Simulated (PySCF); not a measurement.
Estimate the missing entries of this data sheet.

Compound: C₆H₁₁N₃Si.
SMILES: `C[Si](C)(C)C1=NN=NC=C1`

Conformer (atom-mapped SMILES and torsion angles): `[CH3:1][Si:2]([CH3:3])([CH3:4])[c:5]1[cH:6][cH:7][n:8][n:9][n:10]1`: C1–Si2–C5–C6 180°.

```csv
property,level,value
point group of the GFN2-xTB geometry,GFN2-xTB,?
"rotational constants A, B, C of the GFN2-xTB geometry",GFN2-xTB,?
dipole moment,PBE0/pcSseg-1,?
HOMO energy,PBE0/pcSseg-1,?
LUMO energy,PBE0/pcSseg-1,-1.79 eV
13C chemical shifts (computed TMS as zero) by class,GIAO PBE0/pcSseg-1,?
1H chemical shifts (computed TMS as zero) by class,GIAO PBE0/pcSseg-1,?
"isotropic shieldings of nuclei other than C and H, by class",GIAO PBE0/pcSseg-1,"-270 (1 N), -186 (1 N), -169 (1 N), 351 (1 Si) ppm"
```

Electronic properties: PySCF, gas phase, density fitting. NMR classes are plain means over equivalent atoms (diastereotopic ones count apart unless rotation or inversion swaps them), as if these changed places fast; in this geometry the members of some classes differ.

Q: Give the 1H chemical shifts (computed TMS as zero) by class.

A: 9.13 (1 H), 7.37 (1 H), 0.46 (9 H) ppm.

Q: The 13C chemical shifts (computed TMS as zero) by class?

A: 172.1 (1 C), 151.8 (1 C), 128.5 (1 C), -1.2 (3 C) ppm.

Q: The dipole moment?

A: 5.18 D.

Q: What are the rotational constants A, B, C of the GFN2-xTB geometry?

A: 2.058, 0.745, 0.667 GHz.

Q: Give the point group of the GFN2-xTB geometry.

A: Cs.

Q: Give the HOMO energy.

A: -6.92 eV.

The dipole matches unit charges of opposite sign 1.08 Å apart (1 e·Å = 4.8032 D). A dipole of 5.18 D is allowed in Cs, and pure rotational transitions are dipole-allowed. The rotational constants make it an asymmetric top with κ = (2B − A − C)/(A − C) = -0.89, nearer the prolate limit (−1). With B = h/(8π²I), that is 505.379 GHz u Å² over I, the principal moments of inertia are 245.5, 678.7 and 758.1 u Å² (most abundant isotopes).

For the NMR shielding job (PBE0/pcSseg-1), rough CPU time on one thread of a shared machine: about 2.2 min.
